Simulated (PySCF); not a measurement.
# B2PLYP on Ne(3+) (neon, charge +3)

Configuration: [He] 2s2 2p3, high-spin 4S determinant. Calculation: PySCF 2.14, in aug-cc-pVQZ-DK (6s5p4d3f2g, 80 functions); the spin-free X2C one-electron Hamiltonian (Gaussian nucleus).

- Total energy, PT2 part included: -124.4317 hartree
- One-electron energy: -157.3100 hartree
- Hartree (Coulomb) energy: 43.5831 hartree
- Exchange-correlation energy: -10.6711 hartree
- PT2 correlation before scaling by 0.27: -0.12443 hartree
- ⟨S²⟩: 3.7517
- ⟨L²⟩: 0.000
- Sum of ⟨r⟩: 4.139 bohr
- Sum of ⟨r²⟩: 3.634 bohr²
- Langevin diamagnetic susceptibility: -2.88 ×10⁻⁶ cm³/mol

| shell | electrons | mean orbital energy (hartree) | rms radius, mean of both spins (bohr) |
| --- | --- | --- | --- |
| 1s α | 1 | -34.89465 | 0.183 |
| 1s β | 1 | -34.71932 | 0.183 |
| 2s α | 1 | -4.30714 | 0.870 |
| 2s β | 1 | -3.79989 | 0.870 |
| 2p α | 3 | -3.36733 | 0.827 |

The orbital energies are those of the SCF part of the double hybrid.
